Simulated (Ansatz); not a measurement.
Basis sets compared for the cluster Cu₃S⁺ (the lowest singlet isomer of a short search). Charge 1, multiplicity 1. Geometry PBE0-D4/def2-SVP. Ansatz on 4 threads of Intel Xeon 6975P-C on a shared host; times are rough, and most runs start from earlier orbitals.

Cartesian coordinates in Å:
```
Cu 1.532 -0.147 -0.459
Cu -0.403 -0.868 1.290
Cu -1.069 -0.039 -1.198
S -0.060 1.054 0.367
```

The structure comes from a short search, and lower isomers may exist.

| level | functions | energy (Eh) | HOMO (eV) | LUMO (eV) | wall time |
| --- | --- | --- | --- | --- | --- |
| PBE-D4/def2-SVP | 111 | -5317.8585 | -9.97 | -8.04 | 0.75 s |
| PBE0-D4/def2-SVP | 111 | -5317.9036 | -11.26 | -7.05 | 1.2 s |

**Question.** Estimate the rows for PBE-D4/def2-TZVP, PBE0-D4/def2-TZVP.

**Answer.** 
```csv
level,functions,energy (Eh),HOMO (eV),LUMO (eV),wall time
PBE-D4/def2-TZVP,172,-5318.7471,-10.48,-8.38,1 s
PBE0-D4/def2-TZVP,172,-5318.7631,-11.67,-7.33,2.7 s
```
